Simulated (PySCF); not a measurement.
**Sn (tin, neutral) across methods**

[Kr] 4d10 5s2 5p1 5d1, one real determinant (an excited configuration). All numbers are calculated (PySCF 2.14, scalar relativity by spin-free X2C-1e, in x2c-QZVPPall with one added diffuse shell each of s, p, d, f type (14s10p8d5f1g, 128 functions)).

| method | E (hartree) | mean ε 5s β (eV) | mean ε 5p α (eV) | mean ε 5d α (eV) | Σ⟨r²⟩ (bohr²) | ⟨S²⟩ |
| --- | --- | --- | --- | --- | --- | --- |
| r2SCAN | -6176.36 | -13.068 | -6.700 | -0.651 | 92.30 | 2.004 |
| UHF | -6173.62912 | -15.524 | -9.832 | -1.396 | 95.98 | 2.010 |
| PBE | -6175.95 | -12.891 | -6.367 | -0.754 | 92.23 | 2.001 |
| LDA | -6170.37 | -13.232 | -6.402 | -0.652 | 90.66 | 2.001 |

(1) Estimate the same row for PBE0.

⟨L²⟩ = 8.01 against 12 for a pure F term, so this real determinant mixes terms. The outer electron is Rydberg-like, and this basis confines it to a smaller radius and binds it less than a complete one would.

Answers

(1) E (hartree) = -6176.02; mean ε 5s β (eV) = -13.799; mean ε 5p α (eV) = -7.373; mean ε 5d α (eV) = -0.988; Σ⟨r²⟩ (bohr²) = 92.79; ⟨S²⟩ = 2.003.
